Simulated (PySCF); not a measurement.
CH3AlCl, charge +1, singlet, at a GFN2-xTB geometry (such geometries of metal compounds can be far from the true shape). Base run: DF-PBE/aug-cc-pVDZ (PySCF).

Input for PySCF:
```python
from pyscf import gto, scf, dft

mol = gto.M(
    atom='''
Al    0.139487   -0.881895    0.772126
C    -0.075549    0.587192   -0.499667
H    -0.906444    1.244871   -0.208559
H    -0.278702    0.196837   -1.506718
H     0.844151    1.187718   -0.540098
Cl    0.384124   -2.374732    2.054854
''',
    basis='aug-cc-pvdz',
    charge=1,
    spin=0,
    verbose=4,
)

mf = dft.RKS(mol)
mf.xc = 'pbe'
mf = mf.density_fit(auxbasis='def2-universal-jkfit')
mf.kernel()
```

The base run was repeated with changes; each row names its change, and settings that it needs were set with it.

| change | ΔE vs base (µEh) | SCF cycles | outcome |
|---|---|---|---|
| base | 0.0 | 10 | converged |
| level_shift = 0.5 (with mf.max_cycle = 100) | 0.0 | 19 | converged |
| init_guess = mod_huckel | 0.0 | 13 | converged |
| conv_tol = 1e-4 | 36.1 | 5 | converged |
| conv_tol = 1e-11 | 0.0 | 11 | converged |
| conv_tol = 1e-12 | 0.0 | 11 | converged |
| conv_tol = 1e-6 | 0.0 | 8 | converged |
| init_guess = 1e | 0.0 | 19 | converged |
| diis = off; damp = 0.6 (with mf.diis_start_cycle = 200; with mf.max_cycle = 150) | 0.0 | 15 | converged |
| diis_space = 2 | - | 50 | not converged |
| diis_space = 12 | 0.0 | 10 | converged |
| diis_space = 4 | 0.0 | 10 | converged |
| diis = off (with mf.max_cycle = 100) | - | 100 | not converged |
